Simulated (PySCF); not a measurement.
# How methods differ on the excitation energy of Pd⁺

Pd⁺ [Kr] 4d9 (2D) → Pd⁺ [Kr] 4d8 5p1 (high-spin determinant), as a difference of total energies. Computed with PySCF 2.14 in def2-TZVPPD with the def2 core potential (28 electrons), with a scalar-relativistic core potential. Correlated levels: valence and next inner shell: nothing frozen outside the core potential. The calculations carry no spin-orbit coupling.

| method | excitation energy (eV) |
| --- | --- |
| UHF | 7.308 |
| MP2 (valence and next inner shell) | 8.697 |
| SCS-MP2 (valence and next inner shell) | 8.606 |
| CCSD (valence and next inner shell) | 8.339 |
| CCSD(T) (valence and next inner shell) | 8.374 |

Q: How much does correlation contribute at CCSD(T) (valence and next inner shell)?

A: 8.374 − (7.308) = 1.066 eV, measured against UHF.

The determinant of the upper state mixes LS terms, which raises its energy above the lowest term, most at the Hartree-Fock and MP2 levels.
